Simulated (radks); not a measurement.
Values are calculated unless marked as measured or tabulated.
Numerical settings for the cobalt ion Co3+, [Ar] 3d6. Code: a radial shooting solver on a logarithmic mesh with Libxc functionals. Model: non-relativistic Kohn-Sham, LDA (Slater exchange, Perdew-Wang correlation), spin-polarised, spherical densities, point nucleus; open shells are filled with parallel spins first. The defaults (mesh step 0.008 in ln r, mesh end at 40 bohr or more with all orbitals vanishing there, Anderson mixing 0.5 over 9 steps, residual threshold near 1e-9 with the energy settled to 1e-9 hartree or 1e-11 of itself, here a cap of 52 iterations) give E = -1377.9461 hartree and 3d at -43.115 eV in 15 iterations. Run on one thread of a shared host, so times are rough (Arm Neoverse V2): 0.11 s of CPU time, 0.11 s wall, 15 iterations on 2476 mesh points. Changes against that run (0 stands for a change within the tolerance of the run):

| setting | iterations | converged | E (mhartree) | e(3d) (meV) | CPU (s) |
|---|---|---|---|---|---|
| mesh step in ln r 0.05 | 15 | yes | +0.00292 | -0.00335 | 0.02 |
| mesh step in ln r 0.03 | 15 | yes | +0.000131 | 0 | 0.03 |
| mesh step in ln r 0.12 | 2 | no | diverged | - | 0 |
| mesh end (bohr) 5 | 15 | yes | +0.133 | +8.44 | 0.1 |
| mesh end (bohr) 2 | 14 | yes | +1.18e+03 | +1.44e+04 | 0.09 |
| residual threshold 1e-05 | 10 | yes | 0 | -0.0519 | 0.08 |
| residual threshold 0.01 | 10 | yes | 0 | -0.0519 | 0.08 |
| mixing 0.2 | 18 | yes | 0 | 0 | 0.12 |
| linear mixing, mixing 1 | 52 | no | +1.43e+04 | +2.53e+04 | 0.8 |
| linear mixing, mixing 0.8 | 52 | no | 0 | +0.0166 | 0.33 |
| mixing history 20 | 20 | yes | 0 | 0 | 0.13 |
| iteration cap 3 | 3 | no | +43.9 | -2.03e+03 | 0.03 |

Settings that end as converged yet miss the energy by more than 1 mhartree: mesh end (bohr) 2 (+1.18 hartree). A mesh that ends early acts as a hard wall.
